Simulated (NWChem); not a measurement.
System: C₄H₅Cl; SMILES CC=C=CCl

NWChem printed, in part:

```
             Northwest Computational Chemistry Package (NWChem) 7.3.0
             --------------------------------------------------------

 C1  symmetry detected

                             Geometry "geometry" -> ""
                             -------------------------

 Output coordinates in angstroms (scale by  1.889725989 to convert to a.u.)

  No.       Tag          Charge          X              Y              Z
 ---- ---------------- ---------- -------------- -------------- --------------
    1 C                    6.0000     0.55514323     2.74340264     0.25480175
    2 C                    6.0000    -0.26341680     1.71858796    -0.46874602
    3 C                    6.0000    -0.47793503     0.48950091    -0.06633780
    4 C                    6.0000    -0.70366818    -0.73174677     0.34177838
    5 Cl                  17.0000     0.31245763    -2.08271960    -0.07216192
    6 H                    1.0000     0.98079403     2.34117164     1.18366722
    7 H                    1.0000     1.38001555     3.09817342    -0.38430133
    8 H                    1.0000    -0.05887022     3.62475186     0.50220417
    9 H                    1.0000    -0.72190188     2.02779553    -1.41928824
   10 H                    1.0000    -1.55255655    -1.00412778     0.97549286

 Effective nuclear repulsion energy (a.u.)     182.4389747102

                                 NWChem DFT Module
                                 -----------------

 Summary of "ao basis" -> "ao basis" (spherical)
 ------------------------------------------------------------------------------
       Tag                 Description            Shells   Functions and Types
 ---------------- ------------------------------  ------  ---------------------
 C                         def2-tzvp                11       31   5s3p2d1f
 Cl                        def2-tzvp                13       37   5s5p2d1f
 H                         def2-tzvp                 4        6   3s1p

            General Information
            -------------------
          SCF calculation type: DFT
          Wavefunction type:  closed shell.
          No. of atoms     :    10
          No. of electrons :    46
           Alpha electrons :    23
            Beta electrons :    23
          Charge           :     0
          Spin multiplicity:     1
          Use of symmetry is: off; symmetry adaption is: off
          Maximum number of iterations: 150
          AO basis - number of functions:   191
                     number of shells:    77
          Convergence on energy requested:  1.00D-06
          Convergence on density requested:  1.00D-05
          Convergence on gradient requested:  5.00D-04

              XC Information
              --------------
                     Hartree-Fock (Exact) Exchange  1.000
                   CAM-Becke88 Exchange Functional  1.000
                      VWN V Correlation Functional  0.190 local
              Lee-Yang-Parr Correlation Functional  0.810

           Range-Separation Parameters
           ---------------------------
           Alpha           :  0.19
           Beta            :  0.46
           Gamma           :  0.33
           Short-Range HF  :     F

             Grid Information
             ----------------
          Grid used for XC integration:  medium
          Radial quadrature: Mura-Knowles
          Angular quadrature: Lebedev.
          Tag              B.-S. Rad. Rad. Pts. Rad. Cut. Ang. Pts.
          ---              ---------- --------- --------- ---------
          C                   0.70       49          12.0       434
          Cl                  1.00       88          14.0       590
          H                   0.35       45          13.0       434
          Grid pruning is: on
          Number of quadrature shells:   509
          Spatial weights used:  Erf1

      Superposition of Atomic Density Guess
      -------------------------------------

 Sum of atomic energies:        -612.66204741

      Non-variational initial energy
      ------------------------------

 Total energy =    -615.371412
 1-e energy   =   -1201.140669
 2-e energy   =     403.330282
 HOMO         =      -0.276739
 LUMO         =      -0.015348

     ---------------------------------------------
      Total Density - Mulliken Population Analysis
     ---------------------------------------------

    Atom       Charge   Shell Charges
 -----------   ------   -------------------------------------------------------
    1 C    6     6.47   0.86  1.12  0.55  0.66  0.12  1.25  1.41  0.43  0.01  0.04  0.00
    2 C    6     6.15   0.86  1.12  0.56  0.60  0.12  1.18  1.29  0.34  0.02  0.07  0.01
    3 C    6     6.03   0.86  1.12  0.60  0.49  0.08  1.21  1.30  0.28  0.02  0.05  0.02
    4 C    6     6.04   0.86  1.12  0.53  0.62  0.13  1.07  1.23  0.36  0.02  0.08  0.01
    5 Cl  17    17.18   2.01  0.45  1.52  1.11  0.82  4.19  1.69  1.09  2.84  1.42  0.01  0.03  0.00
    6 H    1     0.84   0.24  0.45  0.13  0.02
    7 H    1     0.83   0.24  0.44  0.13  0.02
    8 H    1     0.83   0.24  0.44  0.13  0.02
    9 H    1     0.83   0.23  0.45  0.13  0.02
   10 H    1     0.82   0.23  0.44  0.12  0.02

   convergence    iter        energy       DeltaE   RMS-Dens  Diis-err
 ---------------- ----- ----------------- --------- --------- ---------
 d= 0,ls=0.0,diis     1   -615.4943680579 -7.98D+02  4.91D-03  1.07D+00
 d= 0,ls=0.0,diis     2   -615.5361490784 -4.18D-02  2.30D-03  2.20D-01
 d= 0,ls=0.0,diis     3   -615.5465006232 -1.04D-02  9.31D-04  1.24D-01
 d= 0,ls=0.0,diis     4   -615.5610319657 -1.45D-02  1.58D-04  2.01D-03
 d= 0,ls=0.0,diis     5   -615.5612794960 -2.48D-04  5.20D-05  1.58D-04
  Resetting Diis
 d= 0,ls=0.0,diis     6   -615.5612990117 -1.95D-05  1.80D-05  1.48D-05
 d= 0,ls=0.0,diis     7   -615.5613007954 -1.78D-06  1.22D-05  2.49D-06
 d= 0,ls=0.0,diis     8   -615.5613006646  1.31D-07  5.34D-06  3.82D-06

         Total DFT energy =     -615.561300664641
      One electron energy =    -1205.360642023854
           Coulomb energy =      459.044868173319
    Exchange-Corr. energy =      -51.684501524280
 Nuclear repulsion energy =      182.438974710174

 Numeric. integr. density =       45.999999930596

                       DFT Final Molecular Orbital Analysis
                       ------------------------------------

 Vector   21  Occ=2.000000D+00  E=-3.755489D-01
              MO Center=  1.9D-01, -1.9D+00, -1.5D-02, r^2= 1.6D+00
   Bfn.  Coefficient  Atom+Function         Bfn.  Coefficient  Atom+Function
  ----- ------------  ---------------      ----- ------------  ---------------
   139      0.325447   5 Cl px              140      0.288844   5 Cl py
   141     -0.282778   5 Cl pz              142      0.225156   5 Cl px
   143      0.204456   5 Cl py              144     -0.196553   5 Cl pz
   136      0.163782   5 Cl px              137      0.143921   5 Cl py
   138     -0.142001   5 Cl pz              130     -0.129609   5 Cl px

 Vector   22  Occ=2.000000D+00  E=-3.331250D-01
              MO Center= -2.7D-01,  1.0D+00, -1.7D-01, r^2= 2.9D+00
   Bfn.  Coefficient  Atom+Function         Bfn.  Coefficient  Atom+Function
  ----- ------------  ---------------      ----- ------------  ---------------
    68      0.229477   3 C  px               37      0.225151   2 C  px
    71      0.193987   3 C  px               40      0.187248   2 C  px
   140     -0.145913   5 Cl py               70     -0.137603   3 C  pz
    39     -0.136234   2 C  pz               43      0.132583   2 C  px
    73     -0.117630   3 C  pz               42     -0.111532   2 C  pz

 Vector   23  Occ=2.000000D+00  E=-3.133634D-01
              MO Center= -2.5D-01, -5.7D-01,  1.3D-02, r^2= 3.2D+00
   Bfn.  Coefficient  Atom+Function         Bfn.  Coefficient  Atom+Function
  ----- ------------  ---------------      ----- ------------  ---------------
   141      0.261053   5 Cl pz              144      0.220484   5 Cl pz
    70     -0.203625   3 C  pz              101     -0.200982   4 C  pz
   139      0.178342   5 Cl px              104     -0.172409   4 C  pz
    73     -0.170953   3 C  pz              142      0.150823   5 Cl px
    68     -0.136934   3 C  px               99     -0.137355   4 C  px

 Vector   24  Occ=0.000000D+00  E= 2.436824D-02
              MO Center= -2.5D-01,  3.8D-01, -1.5D-01, r^2= 4.6D+00
   Bfn.  Coefficient  Atom+Function         Bfn.  Coefficient  Atom+Function
  ----- ------------  ---------------      ----- ------------  ---------------
    43      0.507559   2 C  px               75      0.386490   3 C  py
   129      0.374984   5 Cl s               143      0.352993   5 Cl py
    74     -0.332091   3 C  px               97     -0.303922   4 C  s
    45     -0.302335   2 C  pz              106      0.279863   4 C  py
    37      0.229749   2 C  px              142     -0.216429   5 Cl px

 Vector   25  Occ=0.000000D+00  E= 4.065334D-02
              MO Center= -3.6D-01,  6.3D-01, -6.8D-02, r^2= 5.4D+00
   Bfn.  Coefficient  Atom+Function         Bfn.  Coefficient  Atom+Function
  ----- ------------  ---------------      ----- ------------  ---------------
     5      2.267815   1 C  s               182     -0.835867   9 H  s
   176     -0.696173   8 H  s               170     -0.666312   7 H  s
   164     -0.535066   6 H  s               107      0.493185   4 C  pz
    75     -0.440773   3 C  py               44     -0.402076   2 C  py
    67     -0.397401   3 C  s                45     -0.372838   2 C  pz

[...]
```

Level: CAM-B3LYP/def2-TZVP. The geometry was optimised at PBE0/def2-SVP.

Reconstruct the input file.

One answer among several that fit: the input that was run:
```
start job
memory heap 200 mb stack 900 mb global 1100 mb
geometry units angstroms noautoz
  C      0.572173     2.710553     0.269138
  C     -0.244994     1.695667    -0.469815
  C     -0.479440     0.468362    -0.073125
  C     -0.725111    -0.750992     0.329096
  Cl     0.283317    -2.112193    -0.069891
  H      0.977744     2.302396     1.204381
  H      1.411474     3.057384    -0.355371
  H     -0.036446     3.598083     0.507613
  H     -0.684024     2.011191    -1.427440
  H     -1.587449    -1.015172     0.947949
end
basis spherical
  * library def2-tzvp
end
dft
  xc xcamb88 1.00 lyp 0.81 vwn_5 0.19 hfexch 1.00
  cam 0.33 cam_alpha 0.19 cam_beta 0.46
  iterations 150
  semidirect filesize 400000000
  mulliken
end
task dft energy
```
